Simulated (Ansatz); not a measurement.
Geometry optimisation, Ansatz 0.2.0, UKS PBE-D4/def2-SVP.

Input file:

```yaml
crystal:
  periodic: [false, false, false]
  atoms:
    - { symbol: C, position_ang: [-1.18672, -0.65397, -0.18787] }
    - { symbol: Si, position_ang: [0.2994, 0.27849, 0.00081] }
    - { symbol: Br, position_ang: [1.84804, -0.94486, 1.06701] }
    - { symbol: H, position_ang: [-0.94357, 0.65977, -0.61827] }
    - { symbol: H, position_ang: [1.07428, 1.50516, -0.19252] }
magnetization:
  spin_polarized: true
  initial_magnetization: 1
basis:
  gaussian: { orbitals: def2-SVP }
hamiltonian:
  xc: pbe
  dispersion: d4
relax:
  f_tol: 0.02
  max_steps: 50
output:
  orbitals: {}
```

Command:

```bash
$ ansatz run input.yaml --threads 2 --pin off --max-ram 3072MiB --backend cpu --events-out ev --progress --plain --runs-dir out
```

**Question.** Where does it end, and by what steps?

**Answer.** The run converged. After 13 steps the energy has fallen by 3.051 eV; H4 moved furthest, 1.27 Å. Parted: Si2–H4 (1.44 → 2.76 Å). Joined: C1–H4 (1.40 → 1.09 Å).

```tsv
step	energy less start (eV)	largest force component (eV/Å)	accepted
0	0.0000	4.440	yes
1	-0.9382	2.680	yes
2	-1.4416	1.860	yes
3	-1.8354	0.977	yes
4	-2.1813	1.993	yes
5	-2.4963	1.611	yes
6	-2.6986	1.434	yes
7	-2.7795	1.191	yes
8	-2.8815	0.978	yes
9	-3.0029	0.730	yes
10	-2.9972	0.980	no
11	-3.0343	0.423	yes
12	-3.0498	0.077	yes
13	-3.0506	0.005	yes
```

```xyz
5
Properties=species:S:1:pos:R:3
C -0.934 0.209 -0.409
Si 0.669 0.368 0.082
Br 1.796 -1.183 1.215
H -1.965 -0.096 -0.598
H 1.526 1.546 -0.220
```

Time of the run: 18 s on 2 threads of Intel(R) Xeon(R) 6975P-C (Granite Rapids), with other jobs on the host, peak memory 0.21 GiB.
